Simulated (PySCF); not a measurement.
C₄H₁₀Te, SMILES CC(C)(C)[TeH]. Coordinates come from a PBE0-D3(BJ)/def2-SVP optimisation. The def2 effective core potentials stand for the cores of Te; spin–orbit coupling is left out.

Q: Give the equilibrium geometry at PBE0-D3(BJ)/def2-SVP (PySCF confirms it by a frequency run) as a Z-matrix, and its point group. (An estimate is asked for; the answer gives what the named calculation found.)

A: point group Cs.
```
C
C 1 1.5217
H 2 1.0995 1 111.78
H 2 1.1003 3 108.07 1 -123.45
H 2 1.1055 3 108.09 4 -116.16
C 1 1.5217 2 111.14 3 -179.27
H 6 1.0995 1 111.78 2 179.27
H 6 1.1003 7 108.07 1 123.45
H 6 1.1055 7 108.09 8 116.16
C 1 1.5240 2 110.89 3 56.90
H 10 1.1010 1 111.92 2 -57.00
H 10 1.1010 11 108.48 1 123.98
H 10 1.1040 11 107.52 12 116.00
Te 1 2.2144 2 109.22 3 -58.71
H 14 1.6663 1 93.02 2 -60.86
```
Charge 0, spin multiplicity 1.
